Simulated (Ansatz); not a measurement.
Start from `C#C[Si](C)(Cl)Cl` and change one atom or group to get `C[Si](S)(Cl)Cl`.

Ansatz, PBE0-D4/def2-TZVP geometries, multiplicity 1. Each molecule was computed in one conformer, which needn't be the lowest.

| property | `C#C[Si](C)(Cl)Cl` |
| --- | --- |
| LUMO energy (B3LYP/def2-TZVPP) / eV | -0.76 |
| HOMO–LUMO gap (PBE0/def2-TZVPP) / eV | 8.04 |
| LUMO energy (PBE0/def2-TZVPP) / eV | -0.57 |
| size of the dipole moment (ωB97M-V/def2-TZVPP) / D | 2.19 |
| HOMO energy (PBE/def2-TZVPP) / eV | -7.34 |
| HOMO–LUMO gap (ωB97M-V/def2-TZVPP) / eV | 12.36 |

Task: Give the same properties after the change, and the shifts. (Best estimate.)

Result: The calculation gave: 
| property | `C[Si](S)(Cl)Cl` | shift |
| --- | --- | --- |
| LUMO energy (B3LYP/def2-TZVPP) / eV | -0.17 | 0.59 |
| HOMO–LUMO gap (PBE0/def2-TZVPP) / eV | 7.96 | -0.08 |
| LUMO energy (PBE0/def2-TZVPP) / eV | 0.08 | 0.65 |
| size of the dipole moment (ωB97M-V/def2-TZVPP) / D | 2.24 | 0.05 |
| HOMO energy (PBE/def2-TZVPP) / eV | -6.61 | 0.73 |
| HOMO–LUMO gap (ωB97M-V/def2-TZVPP) / eV | 12.04 | -0.32 |

With PBE0 the HOMO rises by 0.73 eV and the LUMO rises by 0.65 eV, so the gap narrows by about 0.08 eV. PBE moves the HOMO by 0.73 eV and ωB97M-V by 0.78 eV. The zero-point energy changes by -25.2 kJ/mol with -3 modes. Dipoles are sizes alone; their direction can turn.

B3LYP here is the variant with VWN-RPA as its local correlation; programs differ in this.
